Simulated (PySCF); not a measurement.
Excitations are Tamm–Dancoff values on a coarser integration grid. The basis has no diffuse functions, so Rydberg states are missing or too high.

Z-matrix (Å, degrees):
```
C
C 1 1.3909
C 2 1.4219 1 114.81
C 3 1.3712 2 110.40 1 0.00
O 4 1.3337 3 124.68 2 180.00
H 3 1.0883 4 122.74 5 0.00
C 5 1.4045 4 118.29 3 180.00
H 7 1.0967 5 106.91 4 180.00
H 7 1.1044 8 109.17 5 120.46
H 7 1.1044 8 109.17 9 119.07
C 1 1.4281 2 115.12 3 180.00
C 11 1.3764 1 109.34 2 0.00
H 12 1.0899 11 127.20 1 180.00
S 2 1.7267 1 110.21 11 0.00
S 1 1.7343 2 110.89 3 0.00
Si 11 1.8668 12 123.56 13 0.00
H 16 1.4925 11 108.59 12 0.00
H 16 1.4951 17 109.51 11 -121.03
H 16 1.4951 17 109.51 18 -117.94
```
Charge 0, multiplicity 1.

### Question
Give the dipole moment, HOMO and S1–T1 gap (TDA) at the level M06-2X/def2-TZVP // PBE0-D3(BJ)/def2-SVP in PySCF.

### Answer

```json
{
  "dipole_moment": "1.49 D",
  "HOMO": "-6.87 eV",
  "S1–T1 gap (TDA)": "1.49 eV"
}
```
